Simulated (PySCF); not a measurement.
Te: ionisation energy

Te [Kr] 4d10 5s2 5p4 (3P) → Te⁺ [Kr] 4d10 5s2 5p3 (4S), as a difference of total energies. Calculation: PySCF 2.14, in x2c-TZVPPall (8s6p4d2f, 60 functions); the spin-free X2C one-electron Hamiltonian (Gaussian nucleus). Correlated levels: valence: [Kr] 4d10 frozen; valence and next inner shell: [Ar] 3d10 frozen. The calculations carry no spin-orbit coupling.

```
                                method  ionisation energy (eV)  plus first-order spin-orbit estimate  error of that sum (eV)
                                   UHF                   7.751                                 7.978                  -1.032
                                   LDA                   9.025                                 9.253                  +0.243
                                   PBE                   8.733                                 8.961                  -0.049
                                  PBE0                   8.745                                 8.972                  -0.038
                                r2SCAN                   8.789                                 9.016                  +0.006
                                  MN15                   8.667                                 8.895                  -0.115
                                  BP86                   8.947                                 9.175                  +0.165
                               wB97M-V                   8.729                                 8.957                  -0.053
                                 B97-3                   8.760                                 8.988                  -0.022
                                  ROHF                   7.673                                 7.901                  -1.109
                         MP2 (valence)                   8.336                                 8.564                  -0.446
                     SCS-MP2 (valence)                   8.388                                 8.616                  -0.394
    MP2 (valence and next inner shell)                   8.408                                 8.636                  -0.374
SCS-MP2 (valence and next inner shell)                   8.426                                 8.653                  -0.357
```

Reference: 9.010 eV (measured; NIST Atomic Spectra Database, ionization energies).

A first-order spin-orbit estimate (lowest level to lowest level, LS coupling) adds 0.228 eV.

Errors of the correlated levels include the incompleteness of this basis and the frozen core.
